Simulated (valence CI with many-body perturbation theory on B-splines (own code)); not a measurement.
**Mo IV: what the settings do**

Level of theory: valence CI with perturbative core correlation (CI+MBPT): three valence electrons over a frozen Dirac-Fock core [Kr], a basis of 6 s, 6 p, 5 d, 5 f, 1 g functions for each j, with the one-electron correlation potential Σ1 (screened to all orders), the two-electron term Σ2, the three-electron term Σ3, Breit, model QED; selected single and double excitations, second order for the rest, scaled by the run's own slope (own B-spline code, finite nucleus).

Against 22 measured levels this calculation errs by 693 cm⁻¹ on average and by 2025 at most. Only levels of the ground parity were solved; by the run's estimate the other parity begins above the list, which can be wrong where configurations are misplaced.

The reference run has the lowest level 4d3 4F_3/2 and an ionisation energy of 40.0053 eV. Its largest variational space holds 6115 state functions.

Names give the largest LS component (configuration and term), which can be under half, so a name can repeat, a term be missing and a line seem to break the LS rules; names also repeat where a configuration has a term twice.

Changed runs:
A. size limit of the variational space 10000 → 1500; second order for the rest on → off
B. correlating orbitals by l 3 3 3 3 1 → 5 3 5 4 0
C. size limit of the variational space 10000 → 3000; second order for the rest on → off
D. scale of Σ1 1 → 0 (bad on purpose)

Excitation energies of the reference run in cm⁻¹, and shifts in cm⁻¹:

| Level | Reference | A | B | C | D |
| --- | --- | --- | --- | --- | --- |
| 4d3 4F_5/2 | 769 | +25 | -0.7 | +2.2 | -90 |
| 4d3 4F_7/2 | 1743 | +23 | +1.2 | +1.7 | -195 |
| 4d3 4F_9/2 | 2852 | -11 | +7.2 | +0.2 | -304 |
| 4d3 4P_1/2 | 11153 | -25 | +232 | -1.9 | -249 |
| 4d3 4P_3/2 | 11183 | +14 | +252 | +3.3 | -232 |
| 4d3 2G_7/2 | 11984 | +153 | +469 | +6.2 | -364 |
| 4d3 4P_5/2 | 12405 | +34 | +220 | +7.1 | -385 |
| 4d3 2G_9/2 | 12677 | +37 | +506 | +4.0 | -399 |
| 4d3 2P_3/2 | 15263 | +68 | +401 | +7.3 | -460 |
| 4d3 2P_1/2 | 15473 | -17 | +493 | +0.3 | -553 |
| 4d3 2H_9/2 | 16187 | +41 | +709 | +5.2 | -532 |
| 4d3 2H_11/2 | 16525 | -20 | +752 | +9.2 | -515 |
| Ionisation energy (eV) | 40.0053 | -0.0041 | -0.0070 | -0.00039 | -1.3890 |
